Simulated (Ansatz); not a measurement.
Reaction (formal loss of a carbene): `C[Si](O)([SiH3])Cl` → `[CH2]` (triplet) + `O[SiH]([SiH3])Cl`

Calculated with Ansatz (gas phase, PBE0-D4/def2-TZVP geometries, no zero-point term in ΔE). CBS: MP2 limit from def2 TZ/QZ plus the TZ coupled-cluster correction, frozen cores. This one scheme is used for every species. Functionals use def2-TZVPP. Triplets are unrestricted, without spin–orbit coupling. Each species was taken in one conformer, which may not be the lowest.

```json
{"level": "BLYP-D4", "ΔE (eV)": "4.98"}
{"level": "B97M-V", "ΔE (eV)": "5.09"}
{"level": "r2SCANh", "ΔE (eV)": "4.81"}
{"level": "RPA@PBE/def2-TZVPP", "ΔE (eV)": "4.82"}
{"level": "HF/def2-SVP", "ΔE (eV)": "3.50"}
{"level": "SCS-MP2/def2-TZVPP", "ΔE (eV)": "5.06"}
{"level": "HF/def2-QZVPP", "ΔE (eV)": "3.46"}
{"level": "MP2/CBS(def2)", "ΔE (eV)": "5.22"}
```

Problem. What does CCSD(T)/CBS give? (Estimate.)

Solution. Ansatz gave: +5.06 eV. The listed levels differ from it by -0.08, 0.03, -0.25, -0.24, -1.56, 0.00, -1.60, 0.16 eV.

Problem. What do rigid-rotor, harmonic-oscillator terms from PBE0-D4/def2-TZVP frequencies (298.15 K, 1 bar) make of the CCSD(T)/CBS value? (Estimate.)

Solution. The calculation gave: ΔZPE = -0.30 eV, ΔH = +4.81 eV, ΔS = 158 J/(mol·K), ΔG = +4.33 eV. Open shells count their whole term as degenerate.

Largest T1 diagnostic among the species: 0.012.

From BLYP to BHLYP (50 % exact exchange), in def2-TZVPP and without D4, ΔE moves by −0.04 eV. In def2-TZVPP, CCSD(T) changes the Hartree–Fock value by +1.47 eV (the triples alone add +0.13 eV) and MP2 by +1.63 eV.
